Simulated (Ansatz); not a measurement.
Ansatz (a first-principles code) input:

Ansatz 0.2 input:
```yaml
crystal:
  periodic: [false, false, false]
  atoms:
    - {symbol: N, position_ang: [-0.54945818, -1.21299230, 0.57833786]}
    - {symbol: B, position_ang: [0.08710283, -0.14646975, -0.00934855]}
    - {symbol: O, position_ang: [1.25822589, 0.07138348, -0.60581280]}
    - {symbol: O, position_ang: [-0.67238714, 1.16297053, -0.02436673]}
    - {symbol: H, position_ang: [-0.10337148, -2.11344910, 0.66779744]}
    - {symbol: H, position_ang: [-1.50191266, -1.21990897, 0.90757189]}
    - {symbol: H, position_ang: [1.86258953, -0.65720027, -0.78473721]}
    - {symbol: H, position_ang: [-1.33564697, 1.40808817, 0.64114636]}
    - {symbol: H, position_ang: [-0.19767542, 1.93093289, -0.39196466]}
basis:
  gaussian:
    orbitals: def2-TZVPD
hamiltonian:
  xc: {name: wB97X-V}
total_charge: 1
output: {forces: true}
```

What final total energy does it print?

-232.93965 Eh (wB97X-V/def2-TZVPD). The basis has 199 functions.

It need not be the lowest isomer of its formula.
